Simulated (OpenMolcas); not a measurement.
**Mn4+: ligand-field states by method**

Mn4+ with its 6 nearest fluoride ions at 1.827 Å, on the Ge site of Cs2GeF6 (a = 9.021 Å, distance in the model lattice 1.804 Å). The rest of the host is ab initio model potentials to 7.6 Å and point charges beyond; the distance is set by hand and nothing relaxes. Ligand basis ANO-RCC-VDZP.
```
Mn    0.0000    0.0000    0.0000
F     1.8270    0.0000    0.0000
F     0.0000    1.8270    0.0000
F    -1.8270    0.0000    0.0000
F     0.0000   -1.8270    0.0000
F     0.0000    0.0000    1.8270
F     0.0000    0.0000   -1.8270
```

```json
{"Program": "OpenMolcas", "Basis": "ANO-RCC-VDZP [5s4p2d1f]", "Scalar Hamiltonian": "DKH2, point nucleus", "Active space": "3 electrons in 5 orbitals (3d)", "State averaging": "2S+1 = 4 even, 10 roots; 2S+1 = 2 even, 40 roots", "Spin-orbit coupling": "RASSI with atomic mean-field integrals over the reference wave functions"}
```

I. CASSCF
II. SS-CASPT2, IPEA 0.25 Eh, imaginary shift 0.1 Eh (closed shells correlated: 3s 3p and the ligand valence shells)

Spin-free states (labels of O, the rotations of Oh) in cm-1, each column counted from its own energy of the first state listed:

```tsv
State	Degeneracy	I	II
4A2	1	0	0
2E	2	21098	14540
4T2	3	21102	26800
2T1	3	22210	15270
2T2	3	31006	23160
4T1	3	31084	34400
2A1	1	37978	35680
2S+1 = 2	3	40013	38990
2S+1 = 2	3	41697	40510
2E	2	44254	41140
2T1	3	47633	45020
4T1	3	48658	56300
2T2	3	56134	52140
2A2	1	58812	51940
```

From I to II, I's first state of the same spin (4T2) moves from 21102 to 26800 cm-1, by about +5700 cm-1.

From I to II, I's first state of another spin (2E) moves from 21098 to 14540 cm-1, by about -6600 cm-1.

χT at 300 K: I 1.83, II 1.84 cm3 K/mol.

Roots that are degenerate in the reference are averaged as groups; the widest CASPT2 spread within a group is 850 cm-1 (the 3-fold group of multiplicity 2 near 89100 cm-1 above the lowest state of its run, II). Shifts and gaps below about the spread of the groups concerned are not significant. Over all roots computed the reference weight is 0.68 to 0.70 in II; a low but even weight reflects the number of correlated electrons. The least metal-like active orbital is 79 % on the metal (Löwdin) and no ligand orbital is active, so the numbers are rough. Ligand-to-metal charge-transfer states are missing. With no ligand orbital active B as a rule stays too high, so bands that hang on it stand too high and its fall with covalency is understated. Without dynamic correlation the repulsion within the d shell is too large (B by tens of per cent), so at a given field states of lower spin stand too high (holds for I). With metal d orbitals alone and no dynamic correlation 10Dq can be off by a tenth to a fifth, either way, in oxide and fluoride hosts (holds for I). With one d shell and no ligand orbital active, 10Dq can be off by a tenth or more (holds for II). No measured value stands beside these numbers; the geometry was set by hand and not optimised.
